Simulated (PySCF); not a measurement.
Gas-phase reaction: 4 SnBr2 + 3 H2 + Cl2 = 2 SnH3Cl + 2 SnBr4

Method: PySCF energies (xtb for GFN2) plus ideal-gas RRHO corrections (1 bar). † marks an energy on the PBE0/def2-TZVP geometry and frequencies; other levels use their own. MP2 and CCSD(T) freeze the core. All species are closed-shell singlets. Sn: scalar-relativistic def2 core potential, no spin-orbit coupling. Br: all electrons, no relativistic terms. SnH3Cl: computed as isolated molecules; such fragments, hydroxides, amides, oligomers or adducts are transient or little studied in the gas. MP2 isn't extrapolated to the basis-set limit; its ΔH°(298 K) is -293.8 kJ in def2-SVP and -211.7 kJ in def2-TZVPP. CCSD(T) isn't extrapolated to the basis-set limit. The harmonic model lacks anharmonicity and excited electronic states, which grow with temperature; levels with a mode under 35 cm⁻¹ are left out. Soft modes under 120 cm⁻¹ make the harmonic entropy rough for SnBr2, SnBr4.

```tsv
level	ΔE electronic, kJ	ΔH°(298 K), kJ	ΔS°(298 K), J/K	ΔG°(800 K), kJ
BLYP/def2-TZVP†	17	33	-549	471
CCSD(T)/def2-SVP†	-265	-249	-549	189
GFN2-xTB	376	390	-511	796
M06-2X/def2-TZVP†	-214	-198	-549	240
MP2/def2-SVP†	-310	-294	-549	145
MP2/def2-TZVPP†	-228	-212	-549	227
PBE/def2-SVP	-138	-124	-546	312
PBE0/def2-TZVP	-194	-178	-549	260
LDA/def2-TZVP†	-246	-230	-549	209
ωB97M-V/def2-TZVP†	-227	-211	-549	227
ωB97X-V/def2-TZVP†	-270	-254	-549	185
```
ΔH° is lowest at MP2/def2-SVP† and highest at GFN2-xTB. No reference value is set beside these.
